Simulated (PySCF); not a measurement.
**MoO at r²SCAN**

Level: r²SCAN. basis Mo def2-TZVPP with ECP28, O def2-TZVPP; scalar-relativistic core potentials; PySCF 2.14.

- state: ⁵Π (quintet), unpaired electrons σ ↑, π ↑, δ ↑↑
- bond length: 1.694 Å
- harmonic wavenumber: 957 cm⁻¹
- force constant: 7.41 mdyn/Å
- rotational constant Be: 0.4273 cm⁻¹
- anharmonicity ωexe: 5.25 cm⁻¹
- vibration–rotation constant αe: 0.00245 cm⁻¹
- well depth De to Mo (4d5 5s1) + O: 5.41 eV
- dissociation energy D0: 5.35 eV
- bond order (Mayer): 2.22
- dipole moment (positive dipole means Mo(−)O(+)): -3.13 D

The metal atom is held in its measured ground configuration; semilocal functionals can put another filling of s and d lower by some tenths of an eV, and De to that atom would be smaller. Spin–orbit coupling is left out, which matters for elements this heavy, above all for dissociation energies. The state is the lowest single determinant that the PBE0 search found; with open d or f shells the true ground state can be another one.
